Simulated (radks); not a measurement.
Coulomb parameter of the 4f shell of the praseodymium ion Pr+ in the model configuration [Xe] 4f3 6s1, as a second difference U = [E(n + 0.5) + E(n - 0.5) - 2 E(n)] / (0.5)^2 with all orbitals relaxed. "Bare": the charge of the atom changes with n. "Screened": the 6s shell takes up the change at fixed total charge, which measures U(4f,4f) + U(6s,6s) - 2 U(4f,6s). Method: Dirac Kohn-Sham, BLYP, spin-unpolarised, spherical densities, finite nucleus; open shells are shared between the two j in proportion to 2j + 1; Fermi nuclear charge, rms radius 4.8919 fm; computed with a radial shooting solver on a logarithmic mesh with Libxc functionals.

case,configuration,E - E(n) (eV)
start,[Xe] 4f3 6s1,0.000
bare +0.5,[Xe] 4f3.5 6s1,-2.004
bare -0.5,[Xe] 4f2.5 6s1,5.090
screened +0.5,[Xe] 4f3.5 6s0.5,1.169
screened -0.5,[Xe] 4f2.5 6s1.5,0.037

U(bare) = 12.345 eV, U(screened by 6s) = 4.821 eV.
